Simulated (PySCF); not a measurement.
Isomers of C7H13N, one conformer each; single-point electronic energies without zero-point terms and without any empirical dispersion term.

All values: wB97X-D/def2-SVPD (PySCF, non-relativistic), each on one gas-phase PBE0-D3(BJ)/def2-SVP geometry that isn't relaxed in the solvent. The solvent is an IEF-PCM continuum (Bondi radii, 1.10 Å for H, scaled by 1.2). Specific hydrogen bonds and non-electrostatic terms are outside this model.

```tsv
isomer	relative energy, gas (kcal/mol)	dipole (D)
`C1CC2CCCN2C1`	0.0	0.99
`[H]/N=C\CC(C)=C(C)C`	22.1	2.76
```

**Question.** How do the relative energies look in dimethylsulfoxide (ε = 46.83)?

**Answer.** 
```json
{"isomer": "`C1CC2CCCN2C1`", "relative energy, solvent (kcal/mol)": "0.0", "E(solvent) − E(gas) (kcal/mol)": "-2.4", "dipole in solvent (D)": "1.54"}
{"isomer": "`[H]/N=C\\CC(C)=C(C)C`", "relative energy, solvent (kcal/mol)": "18.1", "E(solvent) − E(gas) (kcal/mol)": "-6.4", "dipole in solvent (D)": "3.60"}
```

The order is unchanged. Conformers: `[CH2:1]1[CH2:2][CH:3]2[CH2:4][CH2:5][CH2:6][N:7]2[CH2:8]1` with C8–C1–C2–C3 -40°, C1–C2–C3–C4 145°, C2–C3–C4–C5 -93°, C3–C4–C5–C6 -36°; `[H]/[N:8]=[CH:7]\[CH2:6][C:4](=[C:2]([CH3:1])[CH3:3])[CH3:5]` with C2–C4–C6–C7 82°, C4–C6–C7–N8 -126°. `[H]/N=C\CC(C)=C(C)C` gains most from the continuum, and it has the largest gas-phase dipole. The gains span 4.0 kcal/mol, the gas-phase energies 22.1 kcal/mol.
